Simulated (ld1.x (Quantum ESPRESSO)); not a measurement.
## gallium, TM semilocal: configuration errors across variants

* Element: gallium (Ga)
* Generator: ld1.x (Quantum ESPRESSO) 7.5
* Type: norm-conserving Troullier–Martins (semilocal form)
* Functional: PBEsol
* Relativity: scalar-relativistic
* Frozen core: [Ar] 3d10
* Valence charge: 3
* Reference configuration: 4s1.75 4p1.25
* Partial waves: 4s (bound): rc 1.90 bohr; 4p (bound): rc 1.85 bohr
* Local potential: the p channel
* Core correction: none

All-electron excitation energies from the reference (eV): (1) 4s2 4p1 -1.608; (2) 4s2 4p0 4.071; (3) 4s1 4p0 25.207; (4) 4s2 4p0.5 0.419; (5) 4s1 4p2 4.943; (6) 4s0 4p3 11.782; (7) 4s2 4p1.3 -2.139.

A semilocal file is local in each channel, so a ghost entry of none says nothing of the separable form that plane-wave codes build from it.

3 further variants failed, have other tests or another functional or relativity, and are left out.

Errors AE − PS in meV (a dash: test not solved or not reliable):

| change | (1) | (2) | (3) | (4) | (5) | (6) | (7) | bound ghosts |
| --- | --- | --- | --- | --- | --- | --- | --- | --- |
| base | +0.8 | +0.2 | -1.1 | +1.4 | +7.0 | +48 | +0.3 | none |
| core correction a·sin(br)/r model core inside 1.98 bohr | -0.7 | -8.9 | -177 | -0.6 | -8.0 | -39 | -1.4 | none |
| wave 4p (bound): rc 1.85 bohr becomes 4p (bound): rc 2.72 bohr | +1.0 | -0.3 | -6.2 | +1.5 | +8.2 | +53 | +0.4 | none |
| all radii scaled by about 1.10 (s 2.08, p 2.04 bohr) | +0.7 | +1.1 | +0.6 | +1.5 | +6.6 | +49 | +0.2 | none |

(1) Give the same row for: wave 4s (bound): rc 1.90 bohr becomes 4s (bound): rc 1.38 bohr.

Results:

(1) +0.8, +1.1, +1.8, +1.5, +6.9, +59, +0.2; bound ghosts: none.
